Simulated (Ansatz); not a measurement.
`COB(F)Br` + HCl → `FB(Cl)Br` + CH₃OH  (ligand exchange at a B–O bond)

Calculated with Ansatz (gas phase, PBE0-D4/def2-TZVP geometries, no zero-point term in ΔE). CCSD(T)/CBS is the MP2 limit (def2-TZVPP, def2-QZVPP) plus CCSD(T) − MP2 in def2-TZVPP, frozen cores. This one scheme is used for every species. DFT in def2-TZVPP. For Br outer-core shells are correlated without core-valence functions, which leaves a few kJ/mol of doubt a bond. Scalar relativity is left out up to krypton. Each species was taken in one conformer, which may not be the lowest.

```tsv
level	ΔE (eV)
revPBE-D4	0.56
BLYP-D4	0.65
r2SCAN	0.63
CCSD/def2-TZVPP	0.70
```

Q: What does CCSD(T)/CBS give? (Estimate.)

A: The calculation gave: +0.67 eV. The listed levels differ from it by -0.11, -0.02, -0.04, 0.03 eV.

Largest T1 diagnostic among the species: 0.011.

Leaving LDA and LC-ωPBE aside and taking each functional with its dispersion term where it has one, the values, not all of them listed here, spread over 0.17 eV, from revPBE-D4 to CAM-B3LYP-D4. LDA lies +0.13 eV from PBE without D4. From BLYP to BHLYP (50 % exact exchange), in def2-TZVPP and without D4, ΔE moves by +0.09 eV.
